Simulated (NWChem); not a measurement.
# SiH2SeOF2; SMILES [Si]([SeH])(F)(F)O

```xyz
7

O      1.0307    -1.4998     1.0897
Si    -0.0033    -0.8361     0.0140
F     -1.5281    -1.2473     0.3149
F      0.3961    -1.4858    -1.3953
Se    -0.0143     1.4115    -0.0274
H      1.0334    -1.1428     1.9828
H      1.4413     1.4544    -0.2395
```
Atoms are numbered in this order, from 1.

Program: NWChem. Pople sets run with spherical d functions. Geometry: optimised at PBE0/def2-SVP. Vertical excitations in the gas phase; the lowest state need not have the same character in each row.

**Question.** Among these, which level gives the highest value of “lowest excitation, singlet (eV)”?
A. Hartree-Fock/6-31G*, TDHF
B. PBE/6-31G*, full TDDFT
C. PBE0/6-31G*, full TDDFT
D. B3LYP/6-31G*, full TDDFT

**Answer.** A, Hartree-Fock/6-31G*, TDHF. Values: PBE/6-31G*, full TDDFT 5.73; B3LYP/6-31G*, full TDDFT 5.85; PBE0/6-31G*, full TDDFT 5.97; Hartree-Fock/6-31G*, TDHF 6.34
